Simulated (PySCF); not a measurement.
Compound: C6H10NO (doublet state).
Z-matrix (Å and degrees, GFN2-xTB geometry), rows numbered from 1:
```
N 
C   1  1.2163
C   2  1.4740  1  141.58
C   3  1.5318  2  112.79  1   152.73
C   4  1.5208  3  111.46  2   -65.48
C   5  1.5348  4  116.44  3    73.58
O   6  1.4302  5   91.51  4   116.76
C   7  1.4274  6   92.43  5    -0.25
H   1  1.0244  2  128.59  3    -1.30
H   3  1.0998  2  110.39  1    29.65
H   3  1.0941  2  106.31  1   -87.57
H   4  1.0931  3  109.39  2   173.97
H   4  1.0916  3  109.30  2    55.64
H   5  1.0916  4  110.34  3   -58.01
H   6  1.0940  5  114.97  4     1.32
H   6  1.0930  5  115.97  4  -128.01
H   8  1.0938  5  115.92  4   127.70
H   8  1.0944  5  115.21  4    -1.96
```

The hyperfine couplings belong to this conformer and change with its torsions.

Identity: `[H]/N=[C]\CCC1COC1` [radical].

Level of theory: UKS B3LYP, pcH-1 on C H N O, non-relativistic, mean-field spin-orbit, GIAO (PySCF 2.14.0). Geometry: GFN2-xTB, one conformer, isolated molecule. A GFN2-xTB geometry isn't a minimum of the functional, and hyperfine couplings can be far from their values at a DFT geometry. No stability test was run, so a lower SCF solution isn't excluded.

(1) What is the g tensor, term by term?

(2) Average each term over the three axes. Which is largest in size?

(3) What effective moment and Curie constant follow for a powder?

(4) In a frozen sample, at which fields do the three g values resonate at 9.5, 34, 94 and 263 GHz (hyperfine left aside), and which band first spreads them over more than twice a line width of 0.3 mT?

Results:

(1) 
```json
{"Δg (ppm)": "relativistic mass correction", "1": "-178", "2": "-178", "3": "-178"}
{"Δg (ppm)": "gauge correction", "1": "18", "2": "36", "3": "9"}
{"Δg (ppm)": "orbital Zeeman/spin–orbit", "1": "-2638", "2": "16", "3": "834"}
{"Δg (ppm)": "total", "1": "-2798", "2": "-126", "3": "664"}
```

So g = 1.99952, 2.00219, 2.00298 and g_iso = 2.00157; the tensor is rhombic: the two nearest values differ by 23 % of g3 − g1. Axes: g1 points within 1° of the N1–C2 bond.

(2) The orbital-Zeeman/spin–orbit term -596, the mass correction -178 and the gauge correction 21 ppm, for a total of -753 ppm. The orbital-Zeeman/spin–orbit term is the largest in size. The mass correction is the same along every axis, so the anisotropy comes from the other two: their spans along these axes are 28 (gauge) and 3472 ppm (orbital Zeeman/spin–orbit).

(3) With the mean of g² = 4.0063 and S(S+1) = 0.75: μ_eff = √(⟨g²⟩S(S+1)) = 1.733 μB and χT = 0.12505·⟨g²⟩·S(S+1) = 0.376 cm³ K/mol (cgs; spin-Hamiltonian part alone).

(4) 
```csv
band,GHz,B(g3) mT,B(g2) mT,B(g1) mT,spread mT
X,9.5,338.87,339.00,339.46,0.59
Q,34.0,1212.80,1213.28,1214.90,2.10
W,94.0,3353.04,3354.37,3358.85,5.81
J,263.0,9381.38,9385.09,9397.62,16.24
```

The spread grows in proportion to the frequency. Q band is the first where it exceeds 0.6 mT.

The largest Mulliken spin populations are on C2 (+0.68), N1 (+0.12) and H9 (+0.12). C2 is the only atom above +0.15.

The HOMO–LUMO gaps are 4.76 eV among the α and 5.14 eV among the β orbitals.
